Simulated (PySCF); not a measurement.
# Vibration and rotation of BI

RHF-CCSD(T) constants of BI, ¹Σ⁺ (singlet), closed shell (B x2c-SVPall, I x2c-SVPall; spin-free X2C with a Gaussian nucleus (PySCF 2.14); masses 11.0093 and 126.9045 u):

| Quantity | Value |
| --- | --- |
| ωe | 593.7 cm⁻¹ |
| ωexe | 2.86 cm⁻¹ |
| Be | 0.36486 cm⁻¹ |
| αe | 0.00270 cm⁻¹ |
| D (centrifugal) | 5.51e-07 cm⁻¹ |
| De to B + I | 3.51 eV |

Q: Give the vibrational terms G(v) and spacings up to v = 6.

A: G(v) = ωe(v+½) − ωexe(v+½)².

```
v  G(v) (cm⁻¹)  G(v) − G(v−1)  Bv (cm⁻¹)
0        296.1                    0.3635
1        884.1          588.0     0.3608
2       1466.4          582.3     0.3581
3       2042.9          576.5     0.3554
4       2613.7          570.8     0.3527
5       3178.8          565.1     0.3500
6       3738.2          559.4     0.3473
```

Q: How well does the Morse estimate ωe²/(4ωexe) reproduce De, and what is D0?

A: It gives 3.82 eV, 109 % of the computed De. D0 = De − G(0) = 3.51 − 0.04 = 3.47 eV.

Correlated steps freeze 19 core orbitals. Correlated levels converge slowly with the basis: in double zeta they bind strong bonds too weakly, by up to about 1 eV, and carry superposition errors of some tenths. These are scalar-relativistic numbers at best; spin–orbit coupling would shift them, the dissociation energy most. Where the molecule has an RHF reference, its open-shell atoms are computed with UHF.
